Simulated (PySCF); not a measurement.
# Two-component Hartree-Fock for Re²⁺ (rhenium, charge +2)

Start: [Xe] 4f14 5d4 6p1; 5d5/2 filled at m_j = -1/2, +1/2, +3/2, +5/2; 6p3/2 filled at m_j = +3/2. Calculated with PySCF 2.14 in x2c-TZVPall-2c with one added diffuse shell each of s, p, d type (12s12p11d2f, 117 functions): generalised Hartree-Fock with the X2C-1e Hamiltonian and a Gaussian nucleus; spin-orbit coupling (SO) screened by Boettger's factors. This is a chosen level, not necessarily the ground level.

```tsv
spinor shell	electrons	ε, screened SO (eV)	weight of nominal j (screened SO)	rms radius, screened SO (bohr)
1s1/2	2	-72067.1	1.000	0.0204
2s1/2	2	-12653.8	1.000	0.0824
2p1/2	2	-12087.1	1.000	0.0700
2p3/2	4	-10641.7	1.000	0.0775
3s1/2	2	-3009.1	1.000	0.210
3p1/2	2	-2756.7	1.000	0.202
3p3/2	4	-2437.6	1.000	0.217
3d3/2	4	-2018.5	1.000	0.192
3d5/2	6	-1949.7	1.000	0.196
4s1/2	2	-678.13	1.000	0.469
4p1/2	2	-571.59	1.000	0.476
4p3/2	4	-496.32	1.000	0.509
4d3/2	4	-320.92	0.999	0.531
4d5/2	6	-306.57	0.999	0.543
5s1/2	2	-122.08	1.000	1.11
5p1/2	2	-87.670	0.943	1.23
4f5/2	6	-83.203	0.985	0.636
4f7/2	8	-80.655	0.985	0.641
5d5/2	4	-32.158	0.579	1.83
6p3/2	1	-17.543	1.000	3.60
```

(1) Where does 5p3/2 lie, and what is the 5p spin-orbit splitting (screened SO)?

| quantity | screened SO |
| --- | --- |
| E (hartree) | -16699.53634 |
| M_J | 11/2 |
| ⟨J²⟩ | 35.774 |
| ⟨L²⟩ | 12.867 |
| ⟨S²⟩ | 8.448 |

Each row is a mean over spinors that exchange with the open shell spreads, by up to 8.037 eV (5p3/2).

Rows whose weight is well below 1 are mixtures of j = l ± 1/2: exchange outweighs spin-orbit coupling there, and the label is only the starting occupation.

Breit and QED terms are absent; they matter most for the inner s and p1/2 levels.

Densities and radii are taken from the X2C orbitals without a picture-change correction, which distorts them close to the nucleus.

Answers

(1) At -74.719 eV, 12.951 eV above 5p1/2.
